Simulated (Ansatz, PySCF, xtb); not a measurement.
Reaction (SMILES): CC(C)C [2-methylpropane] + 2 C (CH4) -> 3 CC (C2H6)
Structures are relaxed separately at B3LYP-D3(BJ)/def2-TZVP in Ansatz (an electronic-structure program).

Quantity: bond separation energy (electronic energy difference), in kcal/mol. Correlated levels leave the core frozen unless marked. No spin-orbit coupling. No relativistic terms. CBS(X,Y): correlation extrapolated as X^-3; Hartree-Fock from the larger set. [CCSD(T)-MP2]/basis is that difference in the basis named.

```csv
level,program,bond separation energy (kcal/mol)
GFN2-xTB,xtb,5.6
HF/6-31G,Ansatz,2.4
HF/aug-cc-pVTZ,Ansatz,2.0
HF-D4/def2-TZVPD,PySCF + dftd4,5.4
RI-HF/cc-pVQZ,Ansatz,2.0
PBE-D4/def2-TZVPD,Ansatz + dftd4,4.9
revPBE-D3(BJ)/def2-TZVPD,Ansatz + dftd3,4.8
r2SCAN/def2-TZVPD,Ansatz,5.2
B3LYP/def2-TZVPD,Ansatz,2.7
BHLYP/def2-TZVPD,Ansatz,3.1
r2SCANh-D4/def2-TZVPD,Ansatz + dftd4,5.5
M06-2X/def2-TZVPD,PySCF,5.1
HSE06/def2-TZVPD,Ansatz,3.6
B2GP-PLYP-D3(BJ)/def2-TZVPD,Ansatz + dftd3,5.5
SCS-MP2/cc-pVDZ,Ansatz,4.9
CCSD/STO-3G,Ansatz,2.1
CCSD/6-31G,Ansatz,4.9
CCSD/6-31G*,Ansatz,4.9
CCSD(T)/STO-3G,Ansatz,2.2
CCSD(T)/6-31G*,Ansatz,5.5
"RI-MP2/CBS(cc-pVTZ,cc-pVQZ)+[CCSD(T)-MP2]/cc-pVTZ",Ansatz,5.9
```
